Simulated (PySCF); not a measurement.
What PySCF settings do for CdSb

Base input, run as `OMP_NUM_THREADS=1 python input.py` with PySCF 2.14:

```python
from pyscf import gto, scf, mp

mol = gto.M(
    atom='Cd 0 0 0; Sb 0 0 2.765',
    basis='def2-svp',
    ecp={'Cd': 'def2-svp', 'Sb': 'def2-svp'},
    charge=0,
    spin=3,
    verbose=4,
)
mf = scf.UHF(mol)
mf.kernel()
mp.MP2(mf, frozen=4).kernel()
mf.dip_moment()
print('orbital energies (hartree):', [e[max(0, n-3):n+3].round(4) for e, n in zip(mf.mo_energy, mol.nelec)])
```

Base result: E(SCF) = -406.106437 Eh, 13 cycles, E(MP2) − E(SCF) = -0.42068 Eh, ⟨S²⟩ = 3.791, μz(SCF) = -0.93 D. The bond length is a typed value, not an optimised one. No search for the lowest solution was made.

Hardware: AMD EPYC 9R45, 1 thread, shared host. Wall time 0.77 s, peak memory 0.14 GiB.

Each row names what differs from the base; energies in brackets are changes from the base.

```tsv
change	result
spin-free X2C: off → on [unsound on purpose]	stops with NotImplementedError
frozen orbitals: 4 → 99 [unsound on purpose]	stops with ValueError (zero-size array to reduction operation maximum which has no identity) after the SCF
charge: 0 → -1; spin (2S): 3 → 4 [another spin of the ion may lie lower] [no diffuse functions for the anion] [a high spin state]	E(SCF) = -406.074554 Eh (+0.8676 eV), 13 cycles, E(MP2) − E(SCF) = -0.41811 Eh, ⟨S²⟩ = 6.022
functional: none (Hartree–Fock) → hf,lyp; SCF type: UHF → UKS; step after the SCF: mp2 → analyze	E(SCF) = -407.754319 Eh, 12 cycles, ⟨S²⟩ = 3.777, μz(SCF) = -1.11 D
functional: none (Hartree–Fock) → b3pw91; SCF type: UHF → UKS; step after the SCF: mp2 → analyze	E(SCF) = -408.168913 Eh, 11 cycles, ⟨S²⟩ = 3.758, μz(SCF) = -0.29 D
electric field along z (a.u.): none → 0.005	E(SCF) = -406.106461 Eh (-0.0006 eV), 13 cycles, E(MP2) − E(SCF) = -0.42250 Eh, ⟨S²⟩ = 3.796, μz(SCF) = 0.98 D
spin (2S): 3 → 101 [unsound on purpose]	stops with AssertionError
electric field along z (a.u.): none → 0.05 [may be another electronic state]	E(SCF) = -406.295947 Eh (-5.1568 eV), 15 cycles, E(MP2) − E(SCF) = -0.41244 Eh, ⟨S²⟩ = 3.769, μz(SCF) = 20.34 D
SCF type: UHF → RHF [runs as restricted open-shell]	E(SCF) = -406.098624 Eh (+0.2126 eV), 12 cycles, E(MP2) − E(SCF) = -0.42451 Eh, μz(SCF) = -1.12 D
electric field along z (a.u.): none → -0.01	E(SCF) = -406.117018 Eh (-0.2879 eV), 13 cycles, E(MP2) − E(SCF) = -0.41703 Eh, ⟨S²⟩ = 3.782, μz(SCF) = -4.37 D
geometry: bond 2.765 → bond 4.147	E(SCF) = -406.118356 Eh (-0.3243 eV), 14 cycles, E(MP2) − E(SCF) = -0.41718 Eh, ⟨S²⟩ = 3.762, μz(SCF) = 0.10 D
length unit: angstrom → bohr [unsound on purpose]	E(SCF) = -404.401387 Eh (+46.3968 eV), 12 cycles, E(MP2) − E(SCF) = -0.45185 Eh, ⟨S²⟩ = 3.760, μz(SCF) = 1.07 D
spin (2S): 3 → 1	not converged: SCF after 50 cycles
point-group symmetry: off → on	E(SCF) = -406.106437 Eh (+0.0000 eV), 13 cycles, E(MP2) − E(SCF) = -0.42068 Eh, ⟨S²⟩ = 3.791, μz(SCF) = -0.93 D
basis set: def2-svp → sbkjc; frozen orbitals: 4 → 0 [with its own core potential]	E(SCF) = -171.297742 Eh, 15 cycles, E(MP2) − E(SCF) = -0.20990 Eh, ⟨S²⟩ = 3.793, μz(SCF) = -1.23 D
geometry: bond 2.765 → bond 2.848	E(SCF) = -406.109150 Eh (-0.0738 eV), 13 cycles, E(MP2) − E(SCF) = -0.42024 Eh, ⟨S²⟩ = 3.799, μz(SCF) = -0.89 D
step after the SCF: mp2 → stability	E(SCF) = -406.106437 Eh (+0.0000 eV), 13 cycles, ⟨S²⟩ = 3.791, μz(SCF) = -0.93 D, internal stable; real -> complex stable; UHF/UKS -> GHF/GKS stable
charge: 0 → 2 [another spin of the ion may lie lower]	E(SCF) = -405.379026 Eh (+19.7939 eV), 13 cycles, E(MP2) − E(SCF) = -0.36552 Eh, ⟨S²⟩ = 3.762
level shift (hartree): none → 5 [unsound on purpose]	not converged: SCF after 50 cycles
functional: none (Hartree–Fock) → hcth407; SCF type: UHF → UKS; step after the SCF: mp2 → analyze	E(SCF) = -409.113805 Eh, 12 cycles, ⟨S²⟩ = 3.758, μz(SCF) = -0.04 D
spin (2S): 3 → 4 [unsound on purpose]	stops with RuntimeError (Electron number 43 and spin 4 are not consistent)
```

Task: Order these changes by how far they move the SCF energy from the base, largest first: (1) SCF type: UHF → RHF; (2) electric field along z (a.u.): none → -0.01; (3) electric field along z (a.u.): none → 0.05; (4) geometry: bond 2.765 → bond 4.147.

Result: (3) -5.1568 eV, (4) -0.3243 eV, (2) -0.2879 eV, (1) +0.2126 eV.
